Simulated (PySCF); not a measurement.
Correlation energy of Mn¹⁵⁺ (manganese, charge +15)

Starting occupation: [Ne]. Computed with PySCF 2.14 in an even-tempered Gaussian basis (18 s from 0.66 bohr⁻², ratio 2.6; 12 p from 0.86 bohr⁻², ratio 2.6; 6 d from 0.88 bohr⁻², ratio 2.8; 3 f from 29 bohr⁻², ratio 2.8), with X2C-1e with screened-nucleus spin-orbit coupling, Gaussian nucleus. Frozen: 1s2; 8 electrons correlated; the 50 highest virtual spinors left out.

MP2 pair energies summed by pair of shells (mhartree):

```tsv
pair	energy	share (%)
2p1/2-2p3/2	-96.05	33.5
2p3/2-2p3/2	-91.59	31.9
2p3/2-2s1/2	-43.99	15.3
2p1/2-2s1/2	-22.12	7.7
2p1/2-2p1/2	-21.93	7.6
2s1/2-2s1/2	-11.22	3.9
```

Total MP2 correlation energy: -286.90 mhartree.

The virtual space was cut to 44 spinors, which keep -219.03 of the -286.90 mhartree of MP2 correlation.

| level | correlation energy (mhartree) |
| --- | --- |
| CCSD | -221.29 |
| (T) | -0.09 |
| CCSD(T) | -221.38 |

Diagnostics: T1 = 0.00023, largest double amplitude 0.007.

Task: Is a single reference adequate?

Result: Yes: T1 lies below 0.03 and no double amplitude reaches 0.07.

The coupled-cluster values are those of the cut space; adding the MP2 remainder, -67.87 mhartree, estimates the full space.
